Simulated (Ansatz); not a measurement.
```yaml
crystal:
  periodic: [false, false, false]
  atoms:
    - {symbol: Ge, position_ang: [1.074786, -0.099082, -1.377845]}
    - {symbol: Ge, position_ang: [-0.715566, 0.594415, 0.408050]}
    - {symbol: H, position_ang: [1.193785, -0.113640, 0.327908]}
    - {symbol: H, position_ang: [-1.639162, -0.272210, 1.313129]}
    - {symbol: H, position_ang: [0.474769, -1.659105, -1.447893]}
    - {symbol: H, position_ang: [-0.537704, 1.977941, 0.971541]}
basis:
  gaussian: {orbitals: "6-31G*"}
hamiltonian: {xc: {name: BHLYP}}
```

```sh
$ ansatz run in.yaml --threads 4 --pin off --events-out ev --progress --plain --max-ram 3916MiB
```

It prints (some lines left out):

```
Functional definition: BHLYP
748 factors; integrals over basis functions are off by at most 5.3e-4 eV
mean field evaluation 1: about -113082.6402 eV, gradient 1.0e1 eV
mean field evaluation 2: about -113082.8143 eV, gradient 8.1e0 eV
mean field evaluation 4: about -113082.9234 eV, gradient 5.1e-1 eV
mean field evaluation 8: about -113082.9808 eV, gradient 6.6e-2 eV
mean field evaluation 16: about -113082.9808 eV, gradient 8.1e-5 eV
mean field -113082.98083832 eV, -4155.7228954109 hartree, gradient 2.3e-5 eV, S^2 0.000000; 0 other end points of the search recorded, 0 dependent functions left out
reference -113082.98099771 eV, -4155.7229012684 hartree; 34, 34 occupied and 44, 44 virtual orbitals, 748 factors
Total energy: -113082.98099771 eV, -4155.7229012684 hartree
```

Hardware: 4 threads of Arm Neoverse V1 on a shared host. Wall time 0.95 s.

The 6-31G sets use Cartesian d functions.
